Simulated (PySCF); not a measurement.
**Dipole moment and polarisability of Si(iPr)2Me2**

Species: Si(iPr)2Me2, C8H20Si.
Geometry (PBE0-D3(BJ)/def2-SVP, Å), atoms numbered from 1 in this order:
```
atom  x, y, z in Å
Si1   -0.418   -0.009   -0.291
C2    -0.411    0.172    1.605
C3     0.354   -0.959    2.290
C4    -1.826    0.305    2.170
H5     0.122    1.120    1.806
H6     1.402   -1.017    1.955
H7    -0.109   -1.939    2.086
H8     0.366   -0.831    3.386
H9    -1.807    0.474    3.260
H10   -2.379    1.142    1.717
H11   -2.415   -0.611    1.997
C12    1.372   -0.164   -0.924
C13    2.256    0.985   -0.440
C14    1.429   -0.303   -2.445
H15    1.758   -1.103   -0.484
H16    2.289    1.052    0.659
H17    1.894    1.957   -0.817
H18    3.294    0.870   -0.794
H19    2.465   -0.459   -2.795
H20    0.829   -1.152   -2.809
H21    1.054    0.605   -2.946
C22   -1.233    1.509   -1.058
H23   -1.202    1.463   -2.158
H24   -0.730    2.437   -0.744
H25   -2.291    1.584   -0.761
C26   -1.390   -1.550   -0.780
H27   -2.416   -1.512   -0.381
H28   -0.913   -2.466   -0.396
H29   -1.465   -1.644   -1.874
```

Level: PBE0/def2-SVPD (PySCF), static field, nuclei fixed, core orbitals frozen in the response. The polarisability tensor in these axes (au):

```
x   126.20   1.09  -6.05
y     1.09 115.97  -1.44
z    -6.05  -1.44 130.59
```

Q: Give the principal values, the mean and the anisotropy Δα = √{½[(α1 − α2)² + (α2 − α3)² + (α1 − α3)²]}.

A: Principal values 115.80, 121.96 and 135.00 au; mean 124.25 au = 18.41 Å³ = 20.49 × 10⁻⁴⁰ C²·m²/J; Δα = 16.98 au (14 % of the mean).

Q: What is the dipole moment?

A: 0.06 D at this geometry.

Q: Find the Langevin capture rate constant for H3+ (3.023 u) meeting this molecule (144.133 u), k = 2.342 × 10⁻⁹ cm³/s × √(α in Å³ / reduced mass in u).

A: The reduced mass is 2.96 u, so k = 5.84 × 10⁻⁹ cm³/s.

Q: Rayleigh depolarisation ratio (linearly polarised light, static tensor)?

A: ρ = 3Δα²/(45ᾱ² + 4Δα²) = 865.0/(694757 + 1153.3) = 0.00124.

Q: Refractivity n − 1 of an ideal gas of it at 350 K and 1 atm, from the electronic α?

A: N = p/kT = 2.0968 × 10¹⁹ cm⁻³, so n − 1 = 2π × N × 18.41 × 10⁻²⁴ cm³ = 2426 × 10⁻⁶ at long wavelengths.

Q: What molar refraction does this α imply?

A: Lorentz–Lorenz: R = (4π/3)N_A α = 2.5225 cm³/(mol·Å³) × 18.41 Å³ = 46.4 cm³/mol, in the limit of long wavelengths.

The structure is a single PBE0-D3(BJ)/def2-SVP conformer in the gas phase; no vibrational or solvent corrections.
